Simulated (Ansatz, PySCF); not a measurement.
C₃H₅FSi, SMILES FC=C=C[SiH3]. Atoms are numbered in the order given.

```xyz
10

F      2.6887     0.1105    -0.6112
C      1.6424     0.8926    -0.2865
C      0.5800     0.4444     0.3390
C     -0.5178     0.0220     0.9185
Si    -2.0014    -0.6202    -0.0511
H      1.7735     1.9363    -0.5891
H     -0.5733     0.0369     2.0184
H     -3.2063     0.1987     0.2739
H     -2.2837    -2.0335     0.3355
H     -1.7081    -0.5373    -1.5071
```
Charge 0, spin multiplicity 1.

Geometry: B3LYP-D3(BJ)/def2-SVP. The structure was generated by enumeration, and PubChem lists no compound with its InChIKey, so it may never have been made.

Two levels are set side by side: PBE-D3(BJ)/def2-SVP (Ansatz, a program for electronic structure) and B3LYP-D3(BJ)/def2-SVP (Ansatz). Each level has its own optimised geometry; the coordinates shown are those of the second. Frequencies come from the Hessian of PySCF at each geometry. Differences are taken from unrounded values.

| quantity | B3LYP-D3(BJ) |
|---|---|
| mean bond length (Å) | 1.391 |
| bond F1–C2 (Å) | 1.346 |
| bond C2–C3 (Å) | 1.312 |
| bond C3–C4 (Å) | 1.311 |
| bond C4–Si5 (Å) | 1.885 |
| bond C2–H6 (Å) | 1.095 |
| bond C4–H7 (Å) | 1.101 |
| bond Si5–H8 (Å) | 1.493 |
| bond Si5–H9 (Å) | 1.492 |
| bond Si5–H10 (Å) | 1.488 |
| highest harmonic wavenumber (cm⁻¹) | 3185 |
| mean harmonic wavenumber (cm⁻¹) | 1170 |
| zero-point energy (kcal/mol) | 40.13 |

**Question.** What does PBE-D3(BJ) give, and how far is it from B3LYP-D3(BJ)? (An estimate is asked for; the answer gives what the named calculation found.)

**Answer.** 
```csv
quantity,PBE-D3(BJ),PBE-D3(BJ) minus B3LYP-D3(BJ)
mean bond length (Å),1.401,0.009
bond F1–C2 (Å),1.351,0.005
bond C2–C3 (Å),1.321,0.009
bond C3–C4 (Å),1.319,0.008
bond C4–Si5 (Å),1.890,0.005
bond C2–H6 (Å),1.104,0.009
bond C4–H7 (Å),1.110,0.008
bond Si5–H8 (Å),1.506,0.013
bond Si5–H9 (Å),1.505,0.013
bond Si5–H10 (Å),1.501,0.013
highest harmonic wavenumber (cm⁻¹),3107,-78
mean harmonic wavenumber (cm⁻¹),1133,-37
zero-point energy (kcal/mol),38.86,-1.27
```

GGA bonds tend to be longer and softer than those of functionals with exact exchange. Differences between two approximate levels are no errors against the true value.
